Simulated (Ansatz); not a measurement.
`[F][Hf]([F])([F])[c]1ccccc1` + `OB(F)F` → `[OH][Hf]([F])([F])[F]` + `FB(F)c1ccccc1`  (redistribution)

Program: Ansatz. Geometries: PBE0-D4/def2-TZVP. ΔE: electronic, gas phase. CCSD(T)/CBS is the MP2 limit (def2-TZVPP, def2-QZVPP) plus CCSD(T) − MP2 in def2-TZVPP, frozen cores. This one scheme is used for every species. Functionals use def2-TZVPP. def2 core potentials past Kr. For Hf outer-core shells are correlated without core-valence functions, which leaves a few kJ/mol of doubt a bond. Each species was taken in one conformer, which may not be the lowest.

`[F][Hf]([F])([F])[c]1ccccc1`:

```xyz
15

F     2.825    2.370   -0.440
Hf    1.061    2.217   -1.136
F    -0.051    3.682   -0.649
F     1.032    1.950   -3.019
C     0.205    0.418   -0.213
C    -1.098    0.000   -0.516
C    -1.646   -1.134    0.063
C    -0.899   -1.879    0.963
C     0.394   -1.489    1.283
C     0.937   -0.353    0.700
H    -1.708    0.564   -1.219
H    -2.657   -1.438   -0.188
H    -1.325   -2.766    1.418
H     0.978   -2.071    1.986
H     1.951   -0.069    0.967
```

`OB(F)F`:

Z-matrix (Å, degrees):
```
B
O 1 1.345
F 1 1.327 2 122.2
F 1 1.317 2 119.5 3 -180.0
H 2 0.960 1 113.5 3 -0.0
```

`[OH][Hf]([F])([F])[F]`:

```xyz
6

O    -0.224    1.296    0.577
Hf    0.070   -0.419   -0.188
F     1.126   -1.488    0.985
F    -1.596   -1.296   -0.488
F     0.984   -0.245   -1.853
H    -0.359    2.153    0.968
```

`FB(F)c1ccccc1`:

Z-matrix (Å, degrees):
```
B
F 1 1.324
C 1 1.543 2 121.8
F 1 1.324 2 116.4 3 -180.0
C 3 1.397 1 120.7 2 179.9
C 3 1.397 1 120.7 2 -0.1
C 5 1.384 3 120.7 1 180.0
H 5 1.085 3 119.4 1 -0.0
C 6 1.384 3 120.7 1 -180.0
H 6 1.085 3 119.4 1 0.0
C 7 1.388 5 119.8 3 -0.0
H 7 1.084 5 120.2 3 180.0
H 9 1.084 6 120.2 3 180.0
H 11 1.084 7 119.9 5 -180.0
```

Question: Is it downhill or uphill in electronic energy at CCSD(T)/CBS, and by how much? (Best estimate.)

Answer: Computed: Downhill: ΔE = -65.9 kJ/mol.

Question: What do these levels give: LDA (SPW92), r2SCAN-D4, PBE0-D4, r2SCANh, CCSD(T)/def2-TZVPP, HF/CBS(def2)? (An estimate is asked.)

Answer: Ansatz gave: LDA (SPW92) -68.4, r2SCAN-D4 -68.8, PBE0-D4 -65.8, r2SCANh -68.6, CCSD(T)/def2-TZVPP -60.1, HF/CBS(def2) -71.3 kJ/mol.

Largest T1 diagnostic among the species: 0.016.

In def2-TZVPP, CCSD(T) changes the Hartree–Fock value by +10.6 kJ/mol (the triples alone add +1.9 kJ/mol) and MP2 by +10.5 kJ/mol. At CCSD(T), def2-SVP lies +11.9 kJ/mol from the extrapolated value and def2-TZVPP +5.8 kJ/mol. Leaving LDA and LC-ωPBE aside and taking each functional with its dispersion term where it has one, the values, not all of them listed here, spread over 10.4 kJ/mol, from CAM-B3LYP-D4 to PBE-QIDH.
